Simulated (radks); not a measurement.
The numbers below are computed, except where a source is named.
Problem. Ionisation of Li, [He] 2s1, to Li+, [He], under several functionals. Dirac Kohn-Sham, spin-unpolarised, spherical densities, finite nucleus; a radial shooting solver on a logarithmic mesh with Libxc functionals. The NIST Atomic Spectra Database gives 5.392 eV (measured). Rank these functionals by the error of their Delta-SCF ionisation energy: OLYP; SOGGA; XLYP.

Solution. From best to worst: XLYP 5.391 eV (-0.001); OLYP 5.406 eV (+0.014); SOGGA 5.135 eV (-0.257). Spin polarisation and multiplet splitting are left out, so open shells lie too high by an amount that depends on their filling.

Beside tabulated values, note that spin-unpolarised runs miss the spin-polarisation part of the exchange energy of open shells.
